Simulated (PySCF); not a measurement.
CH₄BCl. Atoms are numbered in the order given.

```xyz
7

B     -0.6109    -0.4534     0.0000
H     -1.7999    -0.4739     0.0000
Cl     0.1218     1.1464     0.0000
C      0.2487    -1.7433     0.0000
H     -0.0168    -2.3562     0.8695
H     -0.0168    -2.3562    -0.8695
H      1.3251    -1.5766     0.0000
```
Charge 0, spin multiplicity 1.

Geometry: B3LYP-D3(BJ)/def2-TZVP.

Calculation: TDDFT-CAM-B3LYP/def2-SVPD (PySCF).

Vertical excitations. Isolated molecule, no solvent. State labels are in the subgroup Cs.

| state | symmetry | energy (eV) | λ (nm) | f | main pairs |
|---|---|---|---|---|---|
| S1 | A" | 5.54 | 224 | 0.000 | HOMO→LUMO 98 % |
| S2 | A" | 7.43 | 167 | 0.006 | HOMO−2→LUMO 96 % |
| S3 | A' | 7.60 | 163 | 0.146 | HOMO−1→LUMO 95 % |
| S4 | A" | 7.82 | 159 | 0.001 | HOMO−3→LUMO 97 % |
| S5 | A' | 8.02 | 155 | 0.041 | HOMO→LUMO+1 90 % |
| S6 | A' | 8.84 | 140 | 0.047 | HOMO→LUMO+2 46 %, HOMO→LUMO+3 37 % |
| S7 | A' | 9.19 | 135 | 0.064 | HOMO→LUMO+3 54 %, HOMO→LUMO+2 38 % |
| S8 | A" | 9.22 | 134 | 0.055 | HOMO−1→LUMO+1 85 % |
| S9 | A" | 9.49 | 131 | 0.005 | HOMO→LUMO+4 97 % |
| S10 | A' | 9.54 | 130 | 0.093 | HOMO−4→LUMO 92 % |
| T1 | A" | 5.16 | 240 | 0 | HOMO→LUMO 95 % |
| T2 | A' | 6.42 | 193 | 0 | HOMO−1→LUMO 98 % |
| T3 | A" | 6.85 | 181 | 0 | HOMO−2→LUMO 90 % |
| T4 | A" | 7.36 | 168 | 0 | HOMO−3→LUMO 92 % |
Triplets are in the Tamm–Dancoff approximation, which puts them higher than full response would, so one can lie above its singlet here.
